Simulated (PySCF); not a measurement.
A search over the determinants of CaSb

Unrestricted PBE0; PySCF, spin-free X2C with a Gaussian nucleus, basis sets Ca x2c-SVPall, Sb x2c-SVPall. Outer shells of the fragments: Ca 4s2; Sb 4d10 5s2 5p3.

Followed along the bond (rough minima from three points):

| 2Ms+1 | unpaired | ⟨S²⟩ at the start | R at minimum (Å) | Te (eV) |
| --- | --- | --- | --- | --- |
| 4 | σ ↑, π ↑↑ | 3.75 | 3.09 | 0.00 |
| 2 | σ ↓, π ↑↑ | 1.76 | 3.06 | 0.08 |
| 2 | π ↑ | 0.98 | 2.81 | 0.13 |
| 2 | σ ↑, π ↑↓ | 1.76 | 3.06 | 0.33 |
| 4 | σ ↑↑, π ↑ | 3.75 | 2.91 | 0.89 |

Solutions found at the starting distance of 2.955 Å, counted from the lowest of them; the search is not exhaustive and high or unbound solutions are not listed, so other states can lie among these:

```json
{"2Ms+1": "4", "unpaired": "σ ↑, π ↑↑", "term": "⁴Σ⁻", "E (eV)": "0.00", "⟨S²⟩": "3.75", "⟨Lz²⟩": "0.00", "μ (D)": "-3.26"}
{"2Ms+1": "2", "unpaired": "σ ↓, π ↑↑", "term": "mixed", "E (eV)": "0.08", "⟨S²⟩": "1.76", "⟨Lz²⟩": "0.00", "μ (D)": "-3.55"}
{"2Ms+1": "2", "unpaired": "π ↑", "term": "²Π", "E (eV)": "0.17", "⟨S²⟩": "0.98", "⟨Lz²⟩": "1.01", "μ (D)": "-6.95"}
{"2Ms+1": "2", "unpaired": "σ ↑, π ↑↓", "term": "mixed", "E (eV)": "0.33", "⟨S²⟩": "1.76", "⟨Lz²⟩": "2.01", "μ (D)": "-3.35"}
{"2Ms+1": "4", "unpaired": "σ ↑↑, π ↑", "term": "⁴Π", "E (eV)": "0.87", "⟨S²⟩": "3.75", "⟨Lz²⟩": "1.01", "μ (D)": "-3.78"}
{"2Ms+1": "2", "unpaired": "σ ↑", "term": "mixed", "E (eV)": "1.20", "⟨S²⟩": "0.75", "⟨Lz²⟩": "2.01", "μ (D)": "-3.11"}
{"2Ms+1": "4", "unpaired": "π ↑↑↑", "term": "⁴Π", "E (eV)": "1.83", "⟨S²⟩": "3.75", "⟨Lz²⟩": "1.00", "μ (D)": "-3.11"}
{"2Ms+1": "4", "unpaired": "π ↑↑, δ ↑", "term": "⁴Δ", "E (eV)": "1.99", "⟨S²⟩": "3.75", "⟨Lz²⟩": "4.00", "μ (D)": "-6.27"}
{"2Ms+1": "2", "unpaired": "π ↑↑, δ ↓", "term": "mixed", "E (eV)": "2.00", "⟨S²⟩": "1.80", "⟨Lz²⟩": "4.00", "μ (D)": "-5.94"}
{"2Ms+1": "2", "unpaired": "π ↑", "term": "²Π", "E (eV)": "3.08", "⟨S²⟩": "0.75", "⟨Lz²⟩": "1.01", "μ (D)": "5.07"}
```

A term symbol is given only where ⟨S²⟩ and ⟨Lz²⟩ are close to those of a pure state; real π, δ and φ orbitals otherwise mix terms. A positive dipole means Ca(−)Sb(+).

Spin–orbit coupling is left out.
